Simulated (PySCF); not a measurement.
Isomers of C6H13PSi, mass 144.052 u with the commonest isotopes. Method: PBE0-D3(BJ)/def2-SVP geometry optimisation, gas phase (PySCF 2.14.0). One conformer each, none proved a minimum here; rigid rotors.

Question: Order these by dipole moment, largest first.
A. `[CH3:1]/[C:2]([SiH3:3])=[P:4]/[CH:5]1[CH2:6][CH2:7][CH2:8]1` with C2–P4–C5–C6 175°, P4–C5–C6–C7 -141°, C5–C6–C7–C8 18°, C6–C7–C8–C5 -18°, P4–C5–C8–C7 138°
B. `[H]/[P:4]=[C:3](\[CH:2]=[CH2:1])[Si:5]([CH3:6])([CH3:7])[CH3:8]` with C1–C2–C3–P4 179°
C. `[CH3:1][C:2]#[C:3][P:4]([CH3:5])[SiH:6]([CH3:7])[CH3:8]` with C3–P4–Si6–C7 63°
D. `[CH2:1]=[CH:2][P:3]1[CH2:4][CH2:5][SiH2:6][CH2:7][CH2:8]1` with C1–C2–P3–C4 -128°, C2–P3–C4–C5 -170°, P3–C4–C5–Si6 64°, C4–C5–Si6–C7 -49°, C5–Si6–C7–C8 49°

Answer: B (1.33 D), C (1.11 D), D (0.89 D), A (0.68 D).

Question: Order these by rotational constant B, smallest first.
A. `[CH3:1][C:2]#[C:3][P:4]([CH3:5])[SiH:6]([CH3:7])[CH3:8]` with C3–P4–Si6–C7 63°
B. `[H]/[P:4]=[C:3](\[CH:2]=[CH2:1])[Si:5]([CH3:6])([CH3:7])[CH3:8]` with C1–C2–C3–P4 179°
C. `[CH2:1]=[CH:2][P:3]1[CH2:4][CH2:5][SiH2:6][CH2:7][CH2:8]1` with C1–C2–P3–C4 -128°, C2–P3–C4–C5 -170°, P3–C4–C5–Si6 64°, C4–C5–Si6–C7 -49°, C5–Si6–C7–C8 49°

Answer: A (830.4 MHz), C (870.0 MHz), B (1252 MHz).

Question: Order these by radius of gyration √(Σ m r²/M), smallest first.
A. `[CH2:1]=[CH:2][P:3]1[CH2:4][CH2:5][SiH2:6][CH2:7][CH2:8]1` with C1–C2–P3–C4 -128°, C2–P3–C4–C5 -170°, P3–C4–C5–Si6 64°, C4–C5–Si6–C7 -49°, C5–Si6–C7–C8 49°
B. `[H]/[P:4]=[C:3](\[CH:2]=[CH2:1])[Si:5]([CH3:6])([CH3:7])[CH3:8]` with C1–C2–C3–P4 179°
C. `[CH3:1]/[C:2]([SiH3:3])=[P:4]/[CH:5]1[CH2:6][CH2:7][CH2:8]1` with C2–P4–C5–C6 175°, P4–C5–C6–C7 -141°, C5–C6–C7–C8 18°, C6–C7–C8–C5 -18°, P4–C5–C8–C7 138°
D. `[CH3:1][C:2]#[C:3][P:4]([CH3:5])[SiH:6]([CH3:7])[CH3:8]` with C3–P4–Si6–C7 63°

Answer: B (2.151 Å), A (2.230 Å), C (2.297 Å), D (2.406 Å).

```tsv
SMILES	point group	Ia (u·Å²)	Ib (u·Å²)	Ic (u·Å²)	κ	μa (D)	μb (D)	μc (D)
C=CP1CC[SiH2]CC1	near Cs	167.06	580.92	685.13	-0.88	0.46	0.00	0.76
CC#CP(C)[SiH](C)C	C1	262.89	608.63	796.94	-0.70	0.10	0.62	0.92
C/C([SiH3])=P/C1CCC1	C1	204.18	583.89	731.76	-0.80	0.34	0.59	0.02
[H]/P=C(\C=C)[Si](C)(C)C	–	345.10	403.52	584.16	0.29	0.62	1.18	0.00
```
